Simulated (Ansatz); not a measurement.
A structure relaxed at PBE0-D4/def2-TZVP, charge 0, multiplicity 1:

| atom | x (Å) | y (Å) | z (Å) |
| --- | --- | --- | --- |
| F1 | -1.547 | -0.937 | -1.466 |
| B2 | -1.510 | 0.161 | -0.669 |
| F3 | -1.502 | 1.344 | -1.313 |
| F4 | -2.282 | 0.109 | 0.447 |
| O5 | 0.063 | 0.048 | -0.001 |
| Si6 | 0.205 | 0.606 | 1.601 |
| Si7 | 1.203 | -0.751 | -0.980 |
| H8 | -0.471 | 1.913 | 1.678 |
| H9 | -0.372 | -0.400 | 2.514 |
| H10 | 1.663 | 0.735 | 1.827 |
| H11 | 1.058 | -0.224 | -2.348 |
| H12 | 0.975 | -2.207 | -0.894 |
| H13 | 2.518 | -0.397 | -0.397 |

(1) Give its formula and SMILES.

(2) Point group (tolerance 0.08 Å, 0.16 Å for H)?

(3) Summarise the bond lengths by kind.

## Answers

(1) BF3H6OSi2, `F[B-](F)(F)[O+]([SiH3])[SiH3]`.

(2) Cs.

(3) 3 × B–F 1.347 to 1.358 Å; 1 × B–O 1.713 Å; 2 × O–Si 1.702 Å; 6 × H–Si 1.473 to 1.481 Å.

Results of the Gaussian-basis code of Ansatz.
